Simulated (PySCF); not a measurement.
Four-centre ligand exchange

Start structure (GaH₃Cl₂O, closed shell), relaxed at PBE0-D4/def2-TZVP:

Ga1  (0.414, -0.662, -0.457)
H2  (1.601, 0.011, -1.198)
Cl3  (-1.144, -1.689, -1.521)
Cl4  (0.686, -1.400, 1.574)
H5  (-0.143, 1.858, 0.211)
O6  (-0.649, 1.038, 0.236)
H7  (-0.839, 0.850, 1.166)
(Å)

The step: GaHCl₂ ([Cl][GaH][Cl]) + H₂O → GaHCl₂O ([OH][Ga]([Cl])[Cl]) + H₂; bonds formed: H2–H5; dative contacts that become bonds: Ga1–O6; bonds broken: Ga1–H2, H5–O6. Computed with PySCF 2.14 with density fitting (its default auxiliary sets; JK sets also for MP2 and CCSD(T)) (basis: def2-TZVPP and def2-QZVPP); correlated methods freeze the cores. Filled d shells of the heavier atoms are correlated. The def2 sets are not built for correlating such inner shells, so the correlated values are less sure here. Extrapolation: Hartree–Fock as exp(−7.88 √X), correlation as X^−2.97. Energies below are by CCSD(T) at an estimated basis limit (MP2 extrapolated from triple and quadruple zeta, plus CCSD(T) − MP2 in triple zeta).

(1) What are the electronic barrier and the energy of the step, from the start structure to the end structure? (Judge from chemistry; the value comes from the calculation.)

T1 diagnostic: at most 0.012.

Answers

(1) By the calculation: Barrier 1.489 eV; step energy 0.422 eV (uphill); reverse barrier, their difference, 1.067 eV. Barrier and step energy count from the start structure, the reverse barrier from the end structure.

The saddle point: One imaginary mode of 1283i cm⁻¹.
```json
{"pair": "Ga1–O6", "start (Å)": "2.12", "saddle (Å)": "1.91", "end (Å)": "1.77"}
{"pair": "H2–H5", "start (Å)": "2.90", "saddle (Å)": "1.00", "end (Å)": "0.75"}
{"pair": "Ga1–H2", "start (Å)": "1.55", "saddle (Å)": "1.81", "end (Å)": "2.66"}
{"pair": "H5–O6", "start (Å)": "0.96", "saddle (Å)": "1.32", "end (Å)": "2.87"}
```

Zero-point energy (harmonic, PBE0-D4): ZPE is 0.938 eV at the start and 0.823 eV at the saddle, so the barrier goes from 1.489 to 1.373 eV.

The step is the kind of ligand exchange by which a precursor binds to a hydroxyl group, or is hydrolysed, in atomic layer deposition of oxides.

Labels in which every atom is bracketed show which atoms are joined, not bond orders.

For scale, one of the runs: CCSD(T)/def2-TZVPP, 205 basis functions, launched by `OMP_NUM_THREADS=4 python run.py`. Hardware: 4 CPU threads of an Arm Neoverse N1, shared host. Wall time 19 min; peak host memory 3.3 GiB.
